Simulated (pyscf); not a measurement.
H₃Si–Cl + S=Bi–Cl → H₃Si–S–Bi(Cl)–Cl, an addition across a multiple bond or ene-type step (singlet surface; Cl–Si broken, Bi–Cl, S–Si formed). Optimised with ωB97X-D3(BJ)/def2-SVP in PySCF. Energies in eV from the separated reactants.

AM1 to PM7: differences of heats of formation from MOPAC, which are fitted to 298 K values and so differ in kind from electronic energies by zero-point and thermal terms. 

**Question.** Quick PM6 single points give ΔE‡ = -0.63 eV and ΔE = -1.31 eV. What does ωB97M-D3(BJ)/def2-TZVP give, and how far is the quick result from it?

**Answer.** ωB97M-D3(BJ)/def2-TZVP gives ΔE‡ = 0.25 eV and ΔE = -1.26 eV. PM6 lies 0.88 eV under it in the barrier and 0.04 eV under it in the reaction energy, so on this step it does not hold to within 0.13 eV. At PM6 this geometry lies under one side, so its ΔE‡ may be no barrier of that level. ωB97M-D3(BJ)/def2-TZVP has limits of its own. On the reactant side the descent ends in an adduct with a Bi–Cl contact, 0.43 eV under the separated species and 0.33 eV under the saddle at ωB97X-D3(BJ)/def2-TZVP. What is counted as formed (Bi–Cl) is already present as a longer contact in the reactant adduct; forming that adduct is a step of its own. At ωB97X-D3(BJ)/def2-TZVP the barrier from the zero used here is -0.09 eV. One saddle was located; it need not be the lowest between these sides. In the def2 sets elements past Kr carry core potentials, without spin-orbit coupling.
